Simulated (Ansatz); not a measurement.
C$_{3}$H$_{6}$GeO, SMILES `C=[C]([GeH3])C=O`, relaxed with RKS PBE-D4/def2-SVP in the Gaussian-basis code of Ansatz from a rough embedded geometry. The force threshold is 0.03 eV/Å; the program also tests the step.

The species carries charge 0 and has multiplicity 1.

Start:

```xyz
11

C    -0.774    0.722    1.101
C     0.032    0.015    0.383
Ge   -0.121    0.160   -1.506
C     0.926   -0.960    0.937
O     1.728   -1.660    0.237
H    -0.721    0.672    2.255
H    -1.512    1.419    0.720
H     1.211   -0.006   -2.200
H    -0.756    1.584   -1.911
H    -1.089   -0.940   -2.059
H     1.076   -1.006    2.042
```

(1) By how much does the energy fall, and how many steps does the optimiser take? (Estimate.)

(2) Which bonds change most? (Best estimate.)

(3) Give the relaxed structure. (Estimate.)

Answers

(1) Ansatz gave: 50.63 kJ/mol, in 10 steps, 2 of them rejected.

(2) The calculation gave: C2–Ge3 from 1.901 to 1.970 Å; C1–C2 from 1.290 to 1.353 Å; Ge3–H9 from 1.611 to 1.552 Å; C4–O5 from 1.273 to 1.221 Å.

(3) Computed: 
```xyz
11

C    -0.682    0.848    1.212
C    -0.020    0.030    0.361
Ge   -0.126    0.132   -1.603
C     0.856   -1.031    0.911
O     1.489   -1.814    0.221
H    -0.574    0.731    2.307
H    -1.347    1.655    0.864
H     1.274    0.412   -2.198
H    -1.087    1.302   -1.944
H    -0.687   -1.191   -2.175
H     0.905   -1.074    2.043
```
